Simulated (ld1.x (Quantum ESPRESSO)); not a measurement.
# samarium (Sm): excitation energies, all-electron against ultrasoft

```json
{
 "Element": "Sm",
 "Generator": "ld1.x (Quantum ESPRESSO) 7.5",
 "Type": "ultrasoft",
 "Functional": "PBE",
 "Relativity": "scalar-relativistic",
 "Frozen core": "[Kr] 4d10 4f6",
 "Valence charge": "10",
 "Reference configuration": "5s2 5p6 5d0 6s1.5 6p0 (charge +0.5)",
 "Partial waves": "5s (bound): rcut 1.80, rcutus 2.20 bohr; 6s (bound): rcut 1.80, rcutus 2.20 bohr; 5p (bound): rcut 2.15, rcutus 2.55 bohr; 6p (bound, empty): rcut 2.15, rcutus 2.55 bohr; 5d (bound, empty): rcut 0.70, rcutus 0.85 bohr; 5d channel at 0.05 Ry: rcut 0.70, rcutus 0.85 bohr",
 "Local potential": "all-electron potential smoothed inside 1.85 bohr (lloc = -1)",
 "Core correction": "Bessel-smoothed model core inside 0.90 bohr",
 "Augmentation charge": "built from norm-conserving waves at rcut, not smoothed further"
}
```

Energies are relative to the spin-unpolarised reference configuration 5s2 5p6 5d0 6s1.5 6p0; without spin polarisation the order of configurations can differ from experiment. Not all tests gave a result: test run stopped at test 4 of 7 (negative rho). The frozen-core shift is the all-electron ΔE with the core orbitals held at their reference shape minus the fully relaxed ΔE.

Its overlap operator is not positive definite in a basis up to 400 Ry (lowest eigenvalue p -0.04), so the file is unfit for use: the generalised eigenproblem breaks down once the basis is large enough, and its test numbers describe a broken file.

```tsv
valence configuration	charge	ΔE all-electron (eV)	error AE − PS (meV)	frozen-core shift (meV)
5s2 5p6 5d0 6s2 6p0	0	-2.368	-185	+2.8
5s2 5p6 5d0 6s1 6p0	+1	3.578	+291	+6.6
5s2 5p6 5d0 6s0 6p0	+2	14.668	+1270	+70
```

A Bessel basis up to 400 Ry misses an occupied level by 0.80 Ry, so cutoffs and ghosts were not judged.  The potential misses its own reference levels by up to 1.0 eV. The 5d radius (0.70 bohr) lies inside the outermost node of the all-electron wave (0.84 bohr), which a nodeless pseudo-wave cannot match soundly.
